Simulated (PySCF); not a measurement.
Computed spin Hamiltonian

Compound: C7H12N (doublet state).
Z-matrix (Å and degrees, GFN2-xTB geometry), rows numbered from 1:
```
C 
C   1  1.5158
C   2  1.2947  1  125.87
C   3  1.4439  2  144.30  1     1.93
C   4  1.5434  3  117.46  2    98.66
C   5  1.5300  4   86.62  3  -132.58
N   6  1.4614  5   90.29  4    14.42
C   7  1.4350  4  117.44  3  -102.47
H   1  1.0891  2  109.55  3   118.84
H   1  1.0888  2  109.43  3  -122.34
H   1  1.0854  2  109.85  3    -1.84
H   2  1.0856  1  113.98  3  -179.65
H   4  1.1019  3  110.48  2  -131.63
H   5  1.0866  4  112.24  3   -18.86
H   5  1.0866  4  116.23  3   109.16
H   6  1.0917  5  117.03  4   130.56
H   6  1.0981  5  112.77  4  -101.30
H   8  1.0898  7  108.83  4    64.58
H   8  1.1035  7  113.08  4   -56.27
H   8  1.0909  7  108.77  4  -176.90
```

The hyperfine couplings belong to this conformer and change with its torsions.

Identity: `C/C=[C]\[C@@H]1CCN1C` [radical].

Theory: PySCF 2.14.0, UKS B3LYP, pcH-1 on C H N, non-relativistic, mean-field spin-orbit, GIAO. The structure is a single GFN2-xTB conformer in the gas phase; no vibrational or solvent corrections. Couplings are sensitive to structure, and on GFN2-xTB geometries they can be far from those on DFT ones. No stability test was run, so a lower SCF solution isn't excluded.

```
g1, g2, g3 : 2.00167, 2.00217, 2.00284
g_iso      : 2.00223
Form of g  : rhombic: the two nearest values differ by 43 % of g3 − g1
⟨S²⟩       : 0.7581 (exact 0.7500)
```

Hyperfine couplings atom by atom, in MHz; T1 to T3 are the principal values of the dipolar part:

```json
{"atom": "C1", "isotope": "13C", "a_iso": "73.9", "T1": "-7.9", "T2": "-7.0", "T3": "14.9", "Mulliken spin population": "0.08"}
{"atom": "C2", "isotope": "13C", "a_iso": "-16.3", "T1": "-17.4", "T2": "2.3", "T3": "15.2", "Mulliken spin population": "-0.15"}
{"atom": "C3", "isotope": "13C", "a_iso": "238.7", "T1": "-80.5", "T2": "-61.2", "T3": "141.8", "Mulliken spin population": "0.99"}
{"atom": "C4", "isotope": "13C", "a_iso": "26.3", "T1": "-5.2", "T2": "-2.9", "T3": "8.1", "Mulliken spin population": "-0.04"}
{"atom": "C5", "isotope": "13C", "a_iso": "11.7", "T1": "-1.4", "T2": "-0.7", "T3": "2.1", "Mulliken spin population": "0.01"}
{"atom": "C6", "isotope": "13C", "a_iso": "-1.2", "T1": "-1.2", "T2": "-0.6", "T3": "1.8", "Mulliken spin population": "0.01"}
{"atom": "N7", "isotope": "14N", "a_iso": "36.9", "T1": "-3.6", "T2": "-3.5", "T3": "7.2", "Mulliken spin population": "0.06"}
{"atom": "C8", "isotope": "13C", "a_iso": "-1.1", "T1": "-1.0", "T2": "-0.8", "T3": "1.8", "Mulliken spin population": "0.00"}
{"atom": "H9", "isotope": "1H", "a_iso": "-7.0", "T1": "-4.0", "T2": "-1.6", "T3": "5.6", "Mulliken spin population": "0.00"}
{"atom": "H10", "isotope": "1H", "a_iso": "-8.5", "T1": "-4.0", "T2": "-1.7", "T3": "5.7", "Mulliken spin population": "0.00"}
{"atom": "H11", "isotope": "1H", "a_iso": "-6.0", "T1": "-5.9", "T2": "-0.7", "T3": "6.5", "Mulliken spin population": "-0.01"}
{"atom": "H12", "isotope": "1H", "a_iso": "116.6", "T1": "-6.4", "T2": "-5.1", "T3": "11.5", "Mulliken spin population": "0.05"}
{"atom": "H13", "isotope": "1H", "a_iso": "23.6", "T1": "-7.3", "T2": "-4.6", "T3": "11.9", "Mulliken spin population": "0.01"}
{"atom": "H14", "isotope": "1H", "a_iso": "-1.2", "T1": "-3.6", "T2": "-2.7", "T3": "6.3", "Mulliken spin population": "0.00"}
{"atom": "H15", "isotope": "1H", "a_iso": "-1.2", "T1": "-2.3", "T2": "-1.7", "T3": "4.0", "Mulliken spin population": "0.00"}
{"atom": "H16", "isotope": "1H", "a_iso": "0.4", "T1": "-1.3", "T2": "-1.2", "T3": "2.4", "Mulliken spin population": "0.00"}
{"atom": "H17", "isotope": "1H", "a_iso": "1.9", "T1": "-1.3", "T2": "-1.0", "T3": "2.3", "Mulliken spin population": "0.00"}
{"atom": "H18", "isotope": "1H", "a_iso": "2.4", "T1": "-2.2", "T2": "-1.5", "T3": "3.7", "Mulliken spin population": "0.00"}
{"atom": "H19", "isotope": "1H", "a_iso": "-0.1", "T1": "-1.5", "T2": "-1.0", "T3": "2.5", "Mulliken spin population": "0.00"}
{"atom": "H20", "isotope": "1H", "a_iso": "4.7", "T1": "-1.3", "T2": "-0.9", "T3": "2.2", "Mulliken spin population": "0.00"}
```

The largest Mulliken spin populations are on C3 (+0.99), C2 (-0.15), C1 (+0.08) and N7 (+0.06). No atom but C3 exceeds +0.15.

Axes: g1 points within 11° of the C3–C4 bond and g2 points within 11° of the C1–C2 bond.

Under fast tumbling the dipolar parts average out, and these isotropic splittings remain (the largest six): 1 × 1H (H12, I = 1/2, 2 lines) with 4.16 mT, 1 × 14N (N7, I = 1, 3 lines) with 1.32 mT, 1 × 1H (H13, I = 1/2, 2 lines) with 0.84 mT, 3 × 1H (H9/H10/H11, I = 1/2, 4 lines) with 0.26 mT, 3 × 1H (H18/H19/H20, I = 1/2, 4 lines) with 0.08 mT and 1 × 1H (H17, I = 1/2, 2 lines) with 0.07 mT.

Class means assume fast exchange of nuclei equivalent by connectivity; if that motion is slow, each nucleus keeps its own coupling.

The 13C coupling of C3 (238.7 MHz) shows only in satellite lines or after enrichment, since that isotope makes up about 1.07 % of natural carbon.
